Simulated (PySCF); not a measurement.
Exercise with solution: dipole moment from atomic charges

germanium monoxide (GeO), SMILES [O]=[Ge] (connectivity only; charge and spin as stated), neutral, multiplicity 1. Atoms are numbered in the order given.

```xyz
2

Ge     0.0000     0.0000    -0.3258
O      0.0000     0.0000     1.3031
```
Charge 0, spin multiplicity 1.

Coordinates come from a r2SCAN-D4/def2-TZVPD optimisation.

Charges (e) from PySCF with CAM-B3LYP/def2-TZVPD:

```csv
atom,ESP fit,IAO
Ge1,0.495,0.699
O2,-0.495,-0.699
```

The dipole moment of the full density is 3.65 D.

### Question
What dipole moment does each set of point charges give, and which comes closer to that of the density?

### Answer

μ = Σ q r, and 1 e Å = 4.8032 D.
ESP fit: Σ q r = (0.000, 0.000, -0.806) e Å, |μ| = 3.87 D.
IAO: Σ q r = (0.000, 0.000, -1.139) e Å, |μ| = 5.47 D.
ESP fit comes closer in size. Point charges leave out the atoms' own dipoles (lone pairs, polarised bonds); fits to the potential absorb them, partitions of the density don't.
